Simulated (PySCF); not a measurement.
PySCF input for dimethyl selenide cation (C2H6Se), SMILES C[Se]C (connectivity only; charge and spin as stated), charge +1, multiplicity 2, IEF-PCM-M06-2X/def2-SVP. Geometry optimised at PBE0-D3(BJ)/def2-SVP. The spin state was assumed, not searched.

```python
import numpy as np
from pyscf import gto, scf, dft
from pyscf.solvent import pcm

mol = gto.M(
    atom='''
    C     1.46962276   -0.00000000    0.77639111
    Se    0.00000000   -0.00000000   -0.45058990
    C    -1.46962276    0.00000000    0.77639111
    H     1.40458544   -0.90151791    1.40693430
    H     2.39662453   -0.00000000    0.18781301
    H     1.40458543    0.90151792    1.40693430
    H    -1.40458545   -0.90151792    1.40693430
    H    -2.39662453   -0.00000000    0.18781299
    H    -1.40458544    0.90151791    1.40693430
    ''',
    basis='def2-SVP',
    charge=1,
    spin=1,
    max_memory=1600,
    verbose=3,
)
mf = dft.UKS(mol, xc='m06-2x').density_fit(auxbasis='def2-universal-jkfit')
mf.grids.level = 4
mf.conv_tol = 1e-9
mf.max_cycle = 100
mf.kernel()
fine, coarse = mf.grids, dft.Grids(mol).set(level=1).build(with_non0tab=True)
for _ in range(3):  # follow internal instabilities
    mf.grids = coarse
    mo, _, stable, _ = mf.stability(return_status=True, nroots=4)
    mf.grids = fine
    if stable:
        break
    mf.kernel(mf.make_rdm1(mo, mf.mo_occ))
res = {}
for name, eps in {'water': 78.355, 'benzene': 2.2706, 'dichloromethane': 8.93}.items():
    s = mf.PCM()
    s.with_solvent.method, s.with_solvent.eps, s.with_solvent.lebedev_order = 'IEF-PCM', eps, 29
    s.kernel(mf.make_rdm1())
    res[name] = (s.e_tot, eps, s.dip_moment(), s.mo_energy, s.converged)
    print(f'{name}: electrostatic solvation free energy {(s.e_tot - mf.e_tot) * 627.509474:.3f} kcal/mol')
```

Output:

```

WARN: HOMO -0.25473145029221 >= LUMO -0.25473145029221

converged SCF energy = -2480.68750426346  <S^2> = 0.75515056  2S+1 = 2.0051439
<class 'pyscf.df.df_jk.DFUKS'> wavefunction is stable in the internal stability analysis

WARN: PCM is an experimental feature. It is still in testing.
Features and APIs may be changed in the future.

converged SCF energy = -2480.78371151293  <S^2> = 0.75520036  2S+1 = 2.0051936

WARN: System has nonzero charge 1; the dipole moment is origin-dependent.
Location of origin: [0. 0. 0.]

Dipole moment(X, Y, Z, Debye): -0.00000, -0.00000,  1.83632
water: electrostatic solvation free energy -60.371 kcal/mol

WARN: PCM is an experimental feature. It is still in testing.
Features and APIs may be changed in the future.

converged SCF energy = -2480.74162743915  <S^2> = 0.75517165  2S+1 = 2.005165

WARN: System has nonzero charge 1; the dipole moment is origin-dependent.
Location of origin: [0. 0. 0.]

Dipole moment(X, Y, Z, Debye): -0.00000, -0.00000,  1.81481
benzene: electrostatic solvation free energy -33.963 kcal/mol

WARN: PCM is an experimental feature. It is still in testing.
Features and APIs may be changed in the future.

converged SCF energy = -2480.77385439991  <S^2> = 0.75519218  2S+1 = 2.0051855

WARN: System has nonzero charge 1; the dipole moment is origin-dependent.
Location of origin: [0. 0. 0.]

Dipole moment(X, Y, Z, Debye): -0.00000, -0.00000,  1.82638
dichloromethane: electrostatic solvation free energy -54.186 kcal/mol
```

The run converged.
